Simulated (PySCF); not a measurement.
Si(H)(F)2(Me) (CH₄F₂Si), SMILES C[SiH](F)F.

Coordinates come from a PBE-D3(BJ)/def2-SVP optimisation.

Computed with PBE/def2-TZVPD (PySCF).

Symmetry labels are those of the subgroup Cs that the program uses (full group Cs).

**Question.** List the valence orbital energies around the gap with their symmetry. (An estimate is asked for; the answer gives what the named calculation found.)

**Answer.** 
```csv
orbital,symmetry,energy (eV)
HOMO−7,A',-11.30
HOMO−6,A',-10.86
HOMO−5,A",-10.47
HOMO−4,A',-10.19
HOMO−3,A",-9.94
HOMO−2,A",-9.64
HOMO−1,A',-9.58
HOMO,A',-8.04
LUMO,A',-0.41
LUMO+1,A",-0.29
LUMO+2,A',-0.18
LUMO+3,A',0.54
```
